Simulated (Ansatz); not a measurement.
Frontier orbitals of BrClH$_{2}$Sn, SMILES `[Cl][SnH2][Br]`.

The species carries charge 0 and has multiplicity 1. Correlated methods include outer-core shells of Br, Sn, which these sets cover unevenly. Scalar relativity is left out up to krypton. Sn: def2 effective core potential. Geometry: relaxed with PBE0-D4/def2-TZVP. Basis def2-TZVPP, the Gaussian-basis code of Ansatz.

```tsv
functional	HOMO (eV)	LUMO (eV)	gap (eV)
PBE	-7.27	-2.47	4.80
B97M-V	-7.70	-2.18	5.52
PBE0	-8.55	-1.57	6.98
HSE06 (plane-wave form)	-8.15	-1.94	6.21
BHLYP	-9.67	-0.64	9.03
ωB97M-V	-10.75	0.34	11.09
HF	-11.49	1.81	13.30
```

A quarter of exact exchange (PBE0) shifts PBE's HOMO by −1.28 eV and its LUMO by +0.90 eV; full exchange at long range (ωB97M-V) shifts them by −3.48 and +2.80 eV. The gap opens from 4.80 to 11.08 eV, since occupied levels lose self-interaction and empty ones feel all the electrons. A positive LUMO is unbound and depends on the basis.
